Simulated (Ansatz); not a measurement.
## A relaxation, step by step

CH₃BrCl (charge -1), singlet, PBE0-D4/def2-TZVPD (Ansatz 0.2.0). Settings:

```yaml
hamiltonian: {xc: pbe0, dispersion: d4}
relax: {f_tol: 0.005, max_steps: 200}
```

Start, a step off a saddle point along its unstable mode:

| atom | x (Å) | y (Å) | z (Å) |
| --- | --- | --- | --- |
| Cl1 | -2.3621 | -0.5714 | 0.4726 |
| C2 | 0.2954 | 0.0715 | -0.0592 |
| Br3 | 2.1897 | 0.5296 | -0.4381 |
| H4 | -0.1496 | -0.3815 | -0.9834 |
| H5 | -0.2464 | 1.0131 | 0.2187 |
| H6 | 0.2730 | -0.6614 | 0.7893 |

| step | energy less the last (meV) | largest force component (eV/Å) |
| --- | --- | --- |
| 1 | 142.5 | 1.136 |
| 2 | 9.9 | 0.298 |
| 3 | 0.4 | 0.039 |
| 4 | 0.1 | 0.033 |
| 5 | 0.0 | 0.018 |
| 6 | 0.0 | 0.001 |

Step 2, positions (Å) and forces (eV/Å):

```json
{"atom": "Cl1", "x": "-2.546", "y": "-0.616", "z": "0.509", "Fx": "-0.063", "Fy": "-0.015", "Fz": "0.013"}
{"atom": "C2", "x": "0.326", "y": "0.079", "z": "-0.065", "Fx": "-0.298", "Fy": "-0.072", "Fz": "0.060"}
{"atom": "Br3", "x": "2.230", "y": "0.539", "z": "-0.446", "Fx": "-0.204", "Fy": "-0.049", "Fz": "0.041"}
{"atom": "H4", "x": "-0.109", "y": "-0.362", "z": "-0.963", "Fx": "0.213", "Fy": "0.129", "Fz": "0.185"}
{"atom": "H5", "x": "-0.203", "y": "0.994", "z": "0.205", "Fx": "0.234", "Fy": "-0.185", "Fz": "-0.085"}
{"atom": "H6", "x": "0.302", "y": "-0.634", "z": "0.760", "Fx": "0.118", "Fy": "0.192", "Fz": "-0.214"}
```

Step 4, positions (Å) and forces (eV/Å):

| atom | x | y | z | Fx | Fy | Fz |
| --- | --- | --- | --- | --- | --- | --- |
| Cl1 | -2.590 | -0.626 | 0.518 | -0.011 | -0.003 | 0.002 |
| C2 | 0.325 | 0.079 | -0.065 | 0.033 | 0.008 | -0.007 |
| Br3 | 2.220 | 0.537 | -0.444 | -0.008 | -0.002 | 0.002 |
| H4 | -0.090 | -0.357 | -0.964 | -0.005 | -0.003 | -0.005 |
| H5 | -0.184 | 0.995 | 0.201 | -0.006 | 0.005 | 0.002 |
| H6 | 0.319 | -0.628 | 0.754 | -0.003 | -0.005 | 0.005 |

Step 5, positions (Å) and forces (eV/Å):

```csv
atom,x,y,z,Fx,Fy,Fz
Cl1,-2.600,-0.629,0.520,0.000,0.000,0.000
C2,0.328,0.079,-0.066,0.018,0.004,-0.003
Br3,2.221,0.537,-0.444,-0.012,-0.003,0.002
H4,-0.088,-0.356,-0.965,-0.002,0.000,0.001
H5,-0.182,0.996,0.201,-0.002,-0.001,0.000
H6,0.321,-0.627,0.754,-0.002,0.000,0.000
```

Last step (6):

```json
{"atom": "Cl1", "x (Å)": "-2.6007", "y (Å)": "-0.6291", "z (Å)": "0.5204"}
{"atom": "C2", "x (Å)": "0.3287", "y (Å)": "0.0795", "z (Å)": "-0.0658"}
{"atom": "Br3", "x (Å)": "2.2210", "y (Å)": "0.5372", "z (Å)": "-0.4444"}
{"atom": "H4", "x (Å)": "-0.0882", "y (Å)": "-0.3560", "z (Å)": "-0.9644"}
{"atom": "H5", "x (Å)": "-0.1820", "y (Å)": "0.9956", "z (Å)": "0.2006"}
{"atom": "H6", "x (Å)": "0.3212", "y (Å)": "-0.6273", "z (Å)": "0.7536"}
```

The run took about 13 s on 4 CPU threads of an Arm Neoverse V2 (shared host).
